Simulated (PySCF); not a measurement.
Zn(NH2)(SMe) (CH5NSZn), SMILES C[S][Zn][NH2]. The structure is a stationary point at ωB97X-D3(BJ)/def2-SVP. The structure was generated by enumeration; whether it is a known compound was not checked. One conformer was computed; it need not be the lowest.

Computed equilibrium geometry at ωB97X-D3(BJ)/def2-SVP (PySCF confirms it by a frequency run) as Cartesian coordinates in Å, and its point group (one conformer of several):
point group Cs.
```xyz
9

Zn     0.0926    -0.6712     0.0000
N     -0.2960    -2.4380     0.0000
H     -0.6578    -2.9050     0.8257
H     -0.6578    -2.9050    -0.8257
S      0.6602     1.4166     0.0000
C     -0.9942     2.1976     0.0000
H     -1.5751     1.9381     0.8971
H     -0.8390     3.2862     0.0000
H     -1.5751     1.9381    -0.8971
```
Charge 0, spin multiplicity 1.
